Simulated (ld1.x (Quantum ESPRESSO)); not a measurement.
## Sn ultrasoft: all-electron and pseudo phase curves

ld1.x (Quantum ESPRESSO) 7.5 input, shortened:

```
&input
   title='Sn', zed=50., rel=1, dft='PBE', iswitch=3,
   config='[Kr] 4d10 5s2 5p2'
 /
 &inputp
   pseudotype=3, tm=.true., lloc=-1, rcloc=1.90,
   nlcc=.true.,
   which_augfun='PSQ', rmatch_augfun=1.65
 /
4
5S  1  0   2.00   0.00  2.40  2.50  0.0
5S  1  0   0.00   1.35  2.40  2.50  0.0
5P  2  1   2.00   0.00  2.30  2.85  0.0
5P  2  1   0.00   1.70  2.30  2.85  0.0
 &test
   configts(1)='5s2 5p2'
 /
```

The phase is arctan(r·u′/u) with u = r·R(r), unwrapped; energies in Ry, scanned from -3 to 5 Ry. A pole is an energy at which the radial function vanishes at the test radius. The pseudo phase is shifted by a multiple of π to meet the all-electron one at the reference energy, and phase errors are pseudo minus all-electron; the curves can meet again beyond the range given. Levels narrower than the energy grid can be missing from the lists of poles.

```tsv
channel	radius (bohr)	reference energy (Ry)	poles, all-electron	poles, pseudo	unbroken range about the reference energy with phases within 0.05 rad	phase error 1 Ry above the reference energy (rad)
s	3.10	-0.78	-0.18	-0.18	the whole range	-0.000
p	3.10	-0.27	0.80	0.80, 4.90	below 3.0	-0.000
```

Phases in the p channel:

```
E (Ry)  all-electron  pseudo
 -3.00         1.363   1.363
 -2.76         1.352   1.352
 -2.52         1.338   1.338
 -2.28         1.322   1.321
 -2.04         1.301   1.301
 -1.80         1.275   1.274
 -1.56         1.239   1.238
 -1.32         1.187   1.187
 -1.08         1.106   1.106
 -0.84         0.959   0.958
 -0.60         0.628   0.627
 -0.36        -0.174  -0.174
 -0.12        -0.962  -0.962
  0.12        -1.286  -1.286
  0.36        -1.435  -1.435
  0.60        -1.521  -1.521
  0.84        -1.579  -1.580
  1.08        -1.626  -1.626
  1.32        -1.666  -1.666
  1.56        -1.706  -1.706
  1.80        -1.748  -1.748
  2.04        -1.797  -1.797
  2.28        -1.861  -1.862
  2.52        -1.954  -1.958
  2.76        -2.108  -2.123
  3.00        -2.406  -2.463
  3.24        -3.017  -3.186
  3.48        -3.742  -3.915
  3.72        -4.139  -4.260
  3.96        -4.332  -4.427
  4.20        -4.439  -4.526
  4.44        -4.508  -4.597
  4.68        -4.555  -4.656
  4.92        -4.590  -4.719
```
